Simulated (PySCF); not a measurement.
Species: C5H11NO2Si.
Numbering: `[O:1]=[CH:2][O:3][SiH2:4][N:5]1[CH2:6][CH2:7][CH2:8][CH2:9]1` (hydrogens: H10 on C2; H11, H12 on Si4; H13, H14 on C6; H15, H16 on C7; H17, H18 on C8; H19, H20 on C9)

Computed with PySCF at PBE0/pcSseg-1, non-relativistic, on one gas-phase PBE0-D3(BJ)/def2-SVP geometry that isn't relaxed in the solvent. The solvent is an IEF-PCM continuum (van der Waals radii × 1.2). Only the electrostatic response of the medium enters.

Gas phase at PBE0/pcSseg-1: HOMO -6.85 eV, LUMO 0.12 eV, dipole 3.31 D.

Q: What does the continuum do to the energy, the frontier levels and the dipole at PBE0/pcSseg-1 in methanol and acetonitrile?

A: 
| solvent | ε | E(solvent) − E(gas) (kcal/mol) | polarisation term (kcal/mol) | distortion of the solute (kcal/mol) | HOMO (eV) | LUMO (eV) | dipole (D) |
| --- | --- | --- | --- | --- | --- | --- | --- |
| methanol | 32.61 | -5.10 | -5.74 | 0.64 | -6.67 | -0.04 | 3.94 |
| acetonitrile | 35.69 | -5.12 | -5.77 | 0.65 | -6.67 | -0.04 | 3.94 |

Polarisation term: ½ Σ q·V over the induced surface charges. Distortion: the rise of the solute's own energy as its density leaves the gas-phase optimum. From methanol to acetonitrile the lowering changes by a factor 1.00, Onsager's factor (ε − 1)/(2ε + 1) by 1.00 and ε itself by 1.1.

Q: Which radius a makes the point-dipole formula ΔE = −[(ε − 1)/(2ε + 1)]·μ²/a³ give the value in acetonitrile, with the gas-phase dipole?

A: μ = 1.300 au and |ΔE| = 0.00816 Eh give a = 2.45 Å; the farthest nucleus lies 4.68 Å from the centroid of the nuclei, so such a sphere wouldn't even hold the nuclei. The formula assumes a rigid point dipole at the centre of a sphere.

Q: Which Hirshfeld charges (PBE0/pcSseg-1) respond most in acetonitrile (means over atoms taken as equivalent)?

A: 
```
          atoms                               environment  gas (e)  solvent (e)  change
             O1                           carbonyl oxygen   -0.256       -0.290  -0.034
            H10                           formyl hydrogen   +0.060       +0.075  +0.015
             C2                           carbonyl carbon   +0.176       +0.184  +0.008
            Si4                      oxygen-bound silicon   +0.413       +0.408  -0.005
H13/H14/H19/H20                        methylene hydrogen   +0.038       +0.041  +0.003
H15/H16/H17/H18                        methylene hydrogen   +0.039       +0.041  +0.002
             N5                    silicon-bound nitrogen   -0.171       -0.173  -0.002
        H11/H12                             Si–H hydrogen   -0.072       -0.073  -0.001
          C7/C8                           ring CH2 carbon   -0.069       -0.069   0.000
             O3  oxygen singly bound to a carbonyl carbon   -0.206       -0.207  -0.001
          C6/C9              sp3 carbon bound to nitrogen   -0.021       -0.021   0.000
```

Q: How do the nuclear quadrupole coupling constants eQVzz/h respond in acetonitrile?

A: 
| nucleus | Q (barn) | gas (MHz) | solvent (MHz) | η gas | η solvent |
| --- | --- | --- | --- | --- | --- |
| 17O at O1 | -0.0256 | 9.66 | 9.43 | 0.28 | 0.20 |
| 17O at O3 | -0.0256 | -7.70 | -7.57 | 0.11 | 0.13 |
| 14N at N5 | 0.02044 | -5.05 | -4.95 | 0.35 | 0.33 |
